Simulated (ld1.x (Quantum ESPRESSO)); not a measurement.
## beryllium, TM: configuration errors across variants

| Quantity | Value |
| --- | --- |
| Element | beryllium (Be) |
| Generator | ld1.x (Quantum ESPRESSO) 7.5 |
| Type | norm-conserving Troullier–Martins (Kleinman–Bylander form) |
| Functional | PBE |
| Relativity | non-relativistic |
| Frozen core | [He] |
| Valence charge | 2 |
| Reference configuration | 2s2 2p0 |
| Partial waves | 2p (bound, empty): rc 2.90 bohr; 2s (bound): rc 1.40 bohr |
| Local potential | the s channel |
| Core correction | Bessel-smoothed model core, default radius (core density twice the valence density) |

All-electron excitation energies from the reference (eV): (1) 2s1 2p0 9.549; (2) 2s1.5 2p0 3.760; (3) 2s1 2p1 3.610; (4) 2s0 2p1 13.456; (5) 2s0 2p2 7.247.

Errors AE − PS in meV (a dash: test not solved or not reliable):

```csv
change,(1),(2),(3),(4),(5),bound ghosts
base,+5.3,+1.0,-4.9,-46,-22,none
"all radii but the core radius scaled by about 0.78 (s 1.08, p 2.26 bohr)",+8.2,+1.7,+2.4,+5.0,+11,none
"all radii but the core radius scaled by about 0.83 (s 1.16, p 2.40 bohr)",+7.4,+1.5,+1.2,-2.0,+5.8,none
"all radii but the core radius scaled by about 0.96 (s 1.34, p 2.78 bohr)",+5.6,+1.1,-3.2,-33,-14,none
"all radii but the core radius scaled by about 1.18 (s 1.66, p 3.42 bohr)",+5.4,+1.0,-12,-107,-54,none
"all radii but the core radius scaled by about 1.27 (s 1.78, p 3.68 bohr)",+5.1,+1.0,-17,-143,-71,none
"all radii but the core radius scaled by about 1.39 (s 1.94, p 4.02 bohr)",+4.4,+0.9,-22,-189,-92,none
```

**Question.** Give the same row for: all radii but the core radius scaled by about 1.13 (s 1.58, p 3.28 bohr).

**Answer.** +5.4, +1.0, -10.0, -87, -44; bound ghosts: none.
